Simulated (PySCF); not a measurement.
# Calculated NMR data

Equivalent nuclei averaged, one conformer, gas phase, non-relativistic. Structure optimised with GFN2-xTB; NMR shieldings at PBE0/pcSseg-1/GIAO; PySCF.

References, each an isolated molecule treated in the same way: ¹H, ¹³C vs TMS. Splittings of carbon signals by F and P are missing where no couplings were computed. Where no couplings were computed, multiplicities follow the n + 1 count of equivalent neighbours, and m marks all less simple cases (inequivalent or close neighbours, rings, F or P nearby). Shifts are as computed. Against solution values, carbons near 30 ppm lie about +3 ppm off and those near 130 ppm about +5 ppm. Of 1211 compounds with measured shifts, 218 miss one by over three times the rms of a fit or turn the order of signals round; such compounds aren't used in these exercises.

Compound 1 (C6H10FNO). ¹H NMR (500 MHz, computed): δ 3.93 (s, 3H), 2.91 (m, 2H), 2.65 (m, 2H), 2.40 (s, 3H). ¹³C{¹H} NMR (computed): δ 151.0 (C), 119.9 (C), 59.1 (CH3), 50.3 (CH2), 38.9 (CH3), 30.6 (CH2). Structure: SMILES COC1=C(F)N(C)CC1.

Compound 2 (C9H12N2). ¹H NMR (500 MHz, computed): δ 9.44 (d, 1H), 7.36 (m, 1H), 7.30 (d, 1H), 6.11 (m, 1H), 5.92 (m, 1H), 3.17 (sept, 1H), 1.59 (d, 6H). ¹³C{¹H} NMR (computed): δ 169.0 (C), 154.3 (CH), 143.5 (CH), 138.4 (C), 129.6 (CH2), 127.0 (CH), 35.6 (CH), 24.6 (CH3). Structure: `C=Cc1ccnnc1C(C)C`.
